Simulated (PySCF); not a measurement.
Continuum solvent and chemical shifts

Bonds (- single, = double, # triple, : aromatic): C1=C2 1.342 Å, C2-C3 1.446 Å, C3=C4 1.347 Å, C4-C5 1.485 Å, C5-C6 1.508 Å, C5=O7 1.213 Å. C1 carries H8, H9; C2 carries H10; C3 carries H11; C4 carries H12; C6 carries H13, H14, H15. Stereochemistry as in C=C/C=C/C(C)=O. H9 is cis to C3; H8 is trans to C3.

GIAO PBE0/pcSseg-1 in PySCF 2.14.0 with density-fitted response routines on one PBE0-D3(BJ)/def2-SVP conformer, non-relativistic, equivalent nuclei averaged. Solvents enter as an IEF-PCM continuum (benzene with ε = 2.3) around the gas-phase geometry. Shifts are referred to TMS computed in the same medium.

Gas phase, δ in ppm: C5 196.9, C3 150.3, C2 143.8, C1 137.4, C4 132.5, C6 32.5, H11 7.48, H10 6.60, H9 6.03, H12 6.02, H8 5.92, H13/H14/H15 2.15. Dipole moment 2.99 D.

Task: How does each δ change in the continuum?

Result: 
```json
{"atoms": "C5", "environment": "ketone carbonyl carbon", "Δδ, benzene": "+3.2"}
{"atoms": "C3", "environment": "β carbon of a C=C–C=O unit", "Δδ, benzene": "+0.9"}
{"atoms": "C2", "environment": "alkene CH", "Δδ, benzene": "+0.2"}
{"atoms": "C1", "environment": "terminal =CH2 carbon", "Δδ, benzene": "+2.3"}
{"atoms": "C4", "environment": "α carbon of a C=C–C=O unit", "Δδ, benzene": "+0.8"}
{"atoms": "C6", "environment": "methyl carbon α to a carbonyl", "Δδ, benzene": "+0.8"}
{"atoms": "H11", "environment": "hydrogen on a β carbon of a C=C–C=O unit", "Δδ, benzene": "0.00"}
{"atoms": "H10", "environment": "hydrogen on an alkene CH", "Δδ, benzene": "+0.10"}
{"atoms": "H9", "environment": "hydrogen on a terminal =CH2 carbon", "Δδ, benzene": "+0.13"}
{"atoms": "H12", "environment": "hydrogen on an α carbon of a C=C–C=O unit", "Δδ, benzene": "+0.16"}
{"atoms": "H8", "environment": "hydrogen on a terminal =CH2 carbon", "Δδ, benzene": "+0.16"}
{"atoms": "H13/H14/H15", "environment": "hydrogen on a methyl carbon α to a carbonyl", "Δδ, benzene": "+0.08"}
```

Changes are relative to the gas phase. The dipole moment becomes 3.42 D in benzene.

Task: Which nuclei move most (in ppm), and what does the model miss?

Result: C5 (ketone carbonyl carbon, +3.2 ppm) in benzene. A continuum only polarises the solute; specific hydrogen bonds, the anisotropy of aromatic solvents and changes of geometry or conformer are outside it.
